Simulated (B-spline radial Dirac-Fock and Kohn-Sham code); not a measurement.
Z = 12 (magnesium), transition energy 828 keV. The computed values come from a radial finite-basis atomic code: a Dirac-Hartree-Slater potential of the neutral atom with a Latter tail (no hole, which puts coefficients of high multipoles low close above an edge), finite nucleus with surface currents. Subshells that would emit electrons below 1 keV are left out.

Question: A pure transition shows α(K) = 4.34e-05, L1/L2 = 501 and L1/L3 = 926. What is its multipolarity?
A. M4
B. E4
C. E3
D. M2
E. E2
F. M1
G. M3
H. E1

Answer: D. For comparison, α(K), L1/L2, L1/L3 are E1 1.26e-05, 1330, 493; E2 3.21e-05, 663, 470; E3 7.49e-05, 341, 382; E4 0.000170, 197, 289; M1 1.87e-05, 882, 848; M3 9.80e-05, 321, 641; M4 0.000219, 222, 378.
